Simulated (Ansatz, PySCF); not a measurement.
Stretching the Ge1–H3 bond in FGeH3 (SMILES [F][GeH3]) (multiplicity 1 held, fragments rigid). Energies count from the point at 1.534 Å.
Geometry at that point (charge 0, multiplicity 1):
```xyz
5

Ge    -0.3005     0.1226    -0.0579
F      1.2981    -0.5297     0.2501
H     -0.9424    -0.7984    -1.1039
H     -0.0854     1.5490    -0.5810
H     -1.0394     0.0929     1.2866
```

U- levels take the lowest unrestricted solution at each point, which mixes spins at long bonds. Active spaces are followed from a long bond inwards. Levels need not reach the same state.

Correlated levels freeze the cores. Filled d and f shells under p-block atoms count as core. Rows in 3-21G, LANL2DZ carry no dispersion term and start afresh at each structure; the Pople sets are all-electron and without relativity. LANL2DZ brings its own core potentials from Na on.

Programs: Ansatz (Gaussian orbitals); PySCF for 3-21G rows, LANL2DZ rows. Each number belongs to the level named beside it.

Other levels give for the energy at R = 4.910 Å: U-PBE/cc-pVTZ 3.678; U-B3LYP/cc-pVTZ 3.816; U-wB97X-V/cc-pVTZ 3.925; FIC-MRCISD+Q on CASSCF(2,2)/cc-pVTZ 3.886 eV.

Common cheap choices:

| level | energy at R = 4.910 Å (eV) |
|---|---|
| R-HF/3-21G | 7.822 |
| U-HF/LANL2DZ | 2.985 |
| R-B3LYP/LANL2DZ | 5.632 |
| U-B3LYP/LANL2DZ | 3.796 |

Doubts at one or more of the structures used: a restricted determinant that unrestricted orbitals would lower (R-HF/3-21G); a spin-contaminated determinant (U-HF/LANL2DZ, U-B3LYP/LANL2DZ, U-PBE/cc-pVTZ, U-B3LYP/cc-pVTZ, U-wB97X-V/cc-pVTZ).

Ansatz is an electronic-structure program.
